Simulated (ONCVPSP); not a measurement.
Reading a pseudo-wave (copper (Cu))

Columns: radius, all-electron u(r) and pseudo u(r) of the 3s shell (level -139.80 eV) of copper in the configuration [Ne] 3s2 3p6 3d9; LDA (Perdew-Wang 92), scalar-relativistic, ONCV scheme, ONCVPSP 4.0.1.

```json
{"r (bohr)": "0.047", "all-electron": "0.2625", "pseudo": "0.1026"}
{"r (bohr)": "0.095", "all-electron": "-0.3438", "pseudo": "0.2101"}
{"r (bohr)": "0.142", "all-electron": "-0.6793", "pseudo": "0.3197"}
{"r (bohr)": "0.190", "all-electron": "-0.6539", "pseudo": "0.4367"}
{"r (bohr)": "0.237", "all-electron": "-0.3946", "pseudo": "0.5553"}
{"r (bohr)": "0.285", "all-electron": "-0.0269", "pseudo": "0.6785"}
{"r (bohr)": "0.332", "all-electron": "0.3421", "pseudo": "0.7979"}
{"r (bohr)": "0.380", "all-electron": "0.6745", "pseudo": "0.9145"}
{"r (bohr)": "0.427", "all-electron": "0.9330", "pseudo": "1.0186"}
{"r (bohr)": "0.475", "all-electron": "1.1233", "pseudo": "1.1093"}
{"r (bohr)": "0.522", "all-electron": "1.2429", "pseudo": "1.1785"}
{"r (bohr)": "0.570", "all-electron": "1.3068", "pseudo": "1.2257"}
{"r (bohr)": "0.617", "all-electron": "1.3231", "pseudo": "1.2475"}
{"r (bohr)": "0.665", "all-electron": "1.3043", "pseudo": "1.2456"}
{"r (bohr)": "0.712", "all-electron": "1.2603", "pseudo": "1.2219"}
{"r (bohr)": "0.760", "all-electron": "1.1976", "pseudo": "1.1779"}
{"r (bohr)": "0.807", "all-electron": "1.1251", "pseudo": "1.1181"}
{"r (bohr)": "0.855", "all-electron": "1.0449", "pseudo": "1.0440"}
{"r (bohr)": "0.902", "all-electron": "0.9640", "pseudo": "0.9640"}
{"r (bohr)": "0.950", "all-electron": "0.8816", "pseudo": "0.8816"}
{"r (bohr)": "0.997", "all-electron": "0.8031", "pseudo": "0.8032"}
{"r (bohr)": "1.045", "all-electron": "0.7267", "pseudo": "0.7267"}
{"r (bohr)": "1.092", "all-electron": "0.6561", "pseudo": "0.6562"}
{"r (bohr)": "1.140", "all-electron": "0.5890", "pseudo": "0.5890"}
{"r (bohr)": "1.187", "all-electron": "0.5283", "pseudo": "0.5283"}
{"r (bohr)": "1.235", "all-electron": "0.4714", "pseudo": "0.4715"}
```

Q: How many radial nodes do the two functions have?

A: The all-electron 3s function has n − l − 1 = 2; the pseudo-wave has 0, since the states of the same l below it are removed with the core.

Q: At about which radius was the pseudo-wave matched?

A: 0.90 bohr, where the columns begin to agree (steps of 0.05 bohr).

Q: Where does each function peak?

A: Outermost all-electron maximum near 0.62 bohr, pseudo maximum near 0.62 bohr (to the table’s step).

Q: Is the pseudo-wave norm-conserving?

A: Yes: the ONCV scheme keeps the norm inside the radius equal to the all-electron one, which fixes the energy derivative of the logarithmic derivative at the level.
